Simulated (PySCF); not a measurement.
Field gradients from PBE0/pcSseg-1 densities (PySCF, non-relativistic) at GFN2-xTB geometries, isolated species, one conformer each; χzz is the principal value of largest magnitude, with Q(14N) = 0.02044 b. GFN2-xTB bond lengths can be off by several hundredths of an ångström, more for odd bonds, and the gradients follow them. The small basis limits the accuracy of the gradients.

(1) Rank these 14N sites by the size of the quadrupole coupling, smallest first.
A. The silicon-bound nitrogen of `CN1C[C@H](F)C[SiH2]1`
B. The C=N nitrogen of `C=N[SiH2][C@@H](C)CF`
C. The silicon-bound nitrogen of `C[C@@H]1CC[Si@@H](F)N1`

Results:

(1) C (4.792 MHz), B (5.023 MHz), A (5.529 MHz).

All sites together:

| nucleus | site | Vzz (au) | η | χzz (MHz) |
| --- | --- | --- | --- | --- |
| 14N | the silicon-bound nitrogen of C[C@@H]1CC[Si@@H](F)N1 | -0.998 | 0.40 | -4.792 |
| 14N | the C=N nitrogen of C=N[SiH2][C@@H](C)CF | -1.046 | 0.80 | -5.023 |
| 14N | the silicon-bound nitrogen of CN1C[C@H](F)C[SiH2]1 | -1.151 | 0.35 | -5.529 |
